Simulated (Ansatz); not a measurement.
HCl₂OTi, charge +1, singlet, at a GFN2-xTB geometry (such geometries of metal compounds can be far from the true shape) (the multiplicity is a formal guess); BLYP/STO-3G (Ansatz, a program for electronic structure).

Ansatz was given this input:
Ansatz 0.2 input:
```yaml
crystal:
  periodic: [false, false, false]
  atoms:
    - {symbol: Ti, position_ang: [0.12390598, 0.11494892, 0.56608490]}
    - {symbol: Cl, position_ang: [-1.28243410, -1.29189440, -0.14479010]}
    - {symbol: Cl, position_ang: [0.22989792, 1.49208641, -1.03198747]}
    - {symbol: O, position_ang: [1.59064046, -0.61057994, 0.82154334]}
    - {symbol: H, position_ang: [2.44206012, -1.04750071, 0.97900448]}
basis:
  gaussian:
    orbitals: STO-3G
hamiltonian:
  xc: blyp
total_charge: 1
accuracy: high
```

The log (banner, timings and long lists left out):

```
Functional definition: BLYP
912 factors; integrals over basis functions are off by at most 2.9e-9 eV
mean field evaluation 1: about -49673.3606 eV, gradient 4.5e1 eV
mean field evaluation 2: about -49432.1316 eV, gradient 2.8e2 eV
mean field evaluation 4: about -49680.3838 eV, gradient 1.2e1 eV
mean field evaluation 8: about -49680.8500 eV, gradient 2.6e-1 eV
mean field evaluation 16: about -49680.8504 eV, gradient 6.5e-5 eV
mean field -49680.85038695 eV, -1825.7375768307 hartree, gradient 4.5e-8 eV, S^2 0.000000; 0 other end points of the search recorded, 0 dependent functions left out
reference -49680.85043077 eV, -1825.7375784407 hartree; 32, 32 occupied and 10, 10 virtual orbitals, 912 factors
Total energy: -49680.85043077 eV, -1825.7375784407 hartree
```
